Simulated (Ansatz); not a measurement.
Species: C$_{10}$H$_{8}$SSi, SMILES `C#Cc1cc([SiH3])cc2sccc12` (charge 0, multiplicity 1).

Task: Give a relaxed geometry from PBE-D3(BJ)/def2-SVP (Ansatz, a program for electronic structure).

Result: the end point of this relaxation (outside a Z-matrix the atoms follow the SMILES, hydrogens last).
Bonded distances (Å): C1–C2 1.226, C1–H13 1.081, C2–C3 1.427, C3–C4 1.408, C3–C12 1.430, C4–C5 1.419, C4–H14 1.101, C5–Si6 1.887, C5–C7 1.408, Si6–H15 1.506, Si6–H16 1.506, Si6–H17 1.505, C7–C8 1.405, C7–H18 1.101, C8–S9 1.753, C8–C12 1.426, S9–C10 1.744, C10–C11 1.374, C10–H19 1.097, C11–C12 1.436, C11–H20 1.098. Bond angles (°): C2–C1–H13 179.5, C1–C2–C3 179.4, C2–C3–C4 121.2, C2–C3–C12 120.3, C4–C3–C12 118.5, C3–C4–C5 122.3, C3–C4–H14 117.7, C5–C4–H14 120.1, C4–C5–Si6 120.2, C4–C5–C7 119.3, Si6–C5–C7 120.5, C5–Si6–H15 110.9, C5–Si6–H16 111.0, C5–Si6–H17 108.9, H15–Si6–H16 107.7, H15–Si6–H17 109.3, H16–Si6–H17 109.1, C5–C7–C8 119.1, C5–C7–H18 120.7, C8–C7–H18 120.2, C7–C8–S9 126.9, C7–C8–C12 122.2, S9–C8–C12 110.9, C8–S9–C10 91.2, S9–C10–C11 113.3, S9–C10–H19 119.0, C11–C10–H19 127.6, C10–C11–C12 112.4, C10–C11–H20 124.2, C12–C11–H20 123.5, C3–C12–C8 118.6, C3–C12–C11 129.2, C8–C12–C11 112.2.
